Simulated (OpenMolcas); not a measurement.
Cu5+, Ag5+, Au5+: d6 down the group

```json
{"Program": "OpenMolcas 26.06", "Method": "CASSCF", "Basis": "ANO-R3", "Scalar Hamiltonian": "X2C, finite nucleus", "Spin-orbit coupling": "RASSI with atomic mean-field integrals over the reference wave functions, term energies averaged over their components"}
```

Active space for each ion: 6 electrons in 5 orbitals (d).

Computed levels in cm-1 above 5D4:

```json
{"Level": "5D3", "Cu5+": "1139", "Ag5+": "2532", "Au5+": "9269"}
{"Level": "5D1", "Cu5+": "2411", "Ag5+": "4827", "Au5+": "13470"}
{"Level": "5D0", "Cu5+": "2653", "Ag5+": "5265", "Au5+": "13676"}
{"Level": "3H6", "Cu5+": "32863", "Ag5+": "24347", "Au5+": "26413"}
{"Level": "3H5", "Cu5+": "33402", "Ag5+": "24928", "Au5+": "26411"}
{"Level": "3F2(1)", "Cu5+": "38644", "Ag5+": "29576", "Au5+": "32942"}
{"Level": "3P1(1)", "Cu5+": "38967", "Ag5+": "32511", "Au5+": "52065"}
{"Level": "3G5", "Cu5+": "41495", "Ag5+": "31666", "Au5+": "41918"}
{"Level": "3G4", "Cu5+": "42624", "Ag5+": "33698", "Au5+": "41605"}
{"Level": "weight of 5D in the lowest level (%)", "Cu5+": "100", "Ag5+": "98", "Au5+": "80"}
```

Mixed levels, with the weight of the term that names them: Au5+ 3H5 (52 %), Au5+ 3F2(1) (68 %), Au5+ 3P1(1) (70 %), Au5+ 3G5 (52 %), Au5+ 3G4 (60 %).

Measured, with the error of the calculation in %. Measured levels: Cu5+ from Sugar and Musgrove, J. Phys. Chem. Ref. Data 19, 527 (1990); Ag5+ from the list in Gamrath, thesis, University of Mons (2023).

| Level | Cu5+ | Ag5+ |
| --- | --- | --- |
| 5D3 | 1196 (-4.8) | 2692 (-5.9) |
| 5D1 | 2490 (-3.2) | 4941 (-2.3) |
| 5D0 | 2733 (-2.9) | 5380 (-2.1) |
| 3H6 | 30418 (+8.0) | 21512 (+13.2) |
| 3H5 | 31009 (+7.7) | 21812 (+14.3) |
| 3F2(1) | 33740 (+14.5) | 25306 (+16.9) |
| 3P1(1) | 32685 (+19.2) | 28232 (+15.2) |
| 3G5 | 37378 (+11.0) | 27958 (+13.3) |
| 3G4 | 38469 (+10.8) | 29660 (+13.6) |

The fine-structure level 5D0 changes by a factor of 5.15 from Cu5+ to Au5+.

Without spin-orbit coupling 3H lies 32304, 23122, 20953 cm-1 above 5D in that order; the difference to the level 3H6, of either sign, comes from spin-orbit coupling, which also lowers the zero.

Without dynamic correlation excited terms often stand tens of per cent too high (terms of higher spin than the ground term too low), and those without a measured partner can miss by more than the paired ones. Computed and measured levels are paired by configuration, term and J; levels that our copy of the source lacks, or whose pairing is in doubt (as where it misses far off the trend of its configuration), stay unpaired and out of the deviations. Levels of configurations outside the active space are missing.

A number in round brackets counts repeated terms of one configuration in the order of the reference energies.
